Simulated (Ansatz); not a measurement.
## Pulling the pair apart

The pair of H2 (SMILES [H][H], atoms 1–2) and Si2H6 (SMILES [SiH3][SiH3], atoms 3–10), both closed shells, in one local arrangement (a lower one may exist), relaxed at PBE0-D4/def2-TZVP:

H1  (-0.981, 0.366, -2.636)
H2  (-0.335, 0.663, -2.864)
Si3  (1.234, -0.127, 0.212)
Si4  (-0.905, -0.129, 1.158)
H5  (1.361, -1.224, -0.784)
H6  (1.500, 1.169, -0.468)
H7  (2.258, -0.326, 1.273)
H8  (-1.157, -1.420, 1.854)
H9  (-1.943, 0.052, 0.107)
H10  (-1.032, 0.976, 2.146)
(Å)

Si2H6 is shifted rigidly along the line between the mean atom positions of the two fragments (negative: closer). Counterpoise interaction energies in kcal/mol. Computed with Ansatz 0.2.0 (basis: def2-TZVPPD); correlated methods freeze the cores. B3LYP uses VWN-RPA correlation.

| shift (Å) | B3LYP-D4 | PBE-D4 | r2SCAN-D4 |
| --- | --- | --- | --- |
| -0.35 | -0.22 | -0.56 | -0.02 |
| -0.18 | -0.37 | -0.69 | -0.18 |
| 0.00 | -0.41 | -0.71 | -0.24 |
| 0.18 | -0.39 | -0.68 | -0.25 |
| 0.43 | -0.31 | -0.58 | -0.22 |
| 0.89 | -0.18 | -0.37 | -0.15 |
| 1.77 | -0.06 | -0.12 | -0.06 |
| 3.54 | -0.02 | -0.02 | -0.01 |

**Question.** What does CCSD(T) give at these shifts? (Judge from chemistry; the value comes from the calculation.)

**Answer.** The calculation gives: -0.11, -0.29, -0.36, -0.36, -0.32, -0.21, -0.08, -0.01 kcal/mol. For zero shift, CCSD(T) at an estimated basis limit (MP2 extrapolated from triple and quadruple zeta, plus CCSD(T) − MP2 in triple zeta) gives -0.46 kcal/mol. These are counterpoise interaction energies, counted from the two frozen fragments.

T1 diagnostic: at most 0.013.

For scale, one of the runs: CCSD(T)/def2-TZVPPD, 232 basis functions (an equivalent command: `ansatz run in.yaml --threads 2`). Hardware: 2 CPU threads, shared host. Wall time 52 s; peak host memory 3.7 GiB.
